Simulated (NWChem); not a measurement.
System: CuNH3Cl; SMILES [NH3]->[Cu][Cl]

All runs: NWChem. Geometry: optimised at PBE-D3(BJ)/def2-SVP. Hybrids' shares of exact exchange are those that their runs print; pure functionals count as 0. The functionals differ in more than this share.

```csv
row,share of exact exchange,highest occupied level (eV)
PBE/def2-TZVP,0.00,-5.03
TPSSh/def2-TZVP,0.10,-5.68
B3LYP/def2-TZVP,0.20,-6.28
B97-2/def2-TZVP,0.21,-6.25
PBE0/def2-TZVP,0.25,-6.53
PW6B95/def2-TZVP,0.28,-6.66
MPW1K/def2-TZVP,0.43,withheld
BHandHLYP/def2-TZVP,0.50,-7.81
```

Problem. Fit a straight line of the last column on the one before it, predict the withheld value, and compare with the run.

Solution. 
1. Means of the 7 shown rows: x = 0.220, y = -6.320. Slope Σ(x − x̄)(y − ȳ)/Σ(x − x̄)² = -0.8060/0.1462 = -5.513; intercept -5.107.
2. The shown rows scatter about the line by 0.049 (root mean square); the largest residual is +0.08, at PBE/def2-TZVP.
3. At x = 0.43 (MPW1K/def2-TZVP; inside the shown range) the line gives -7.48.
4. The run gives -7.58, -0.10 from the line, 2.1 times the scatter.
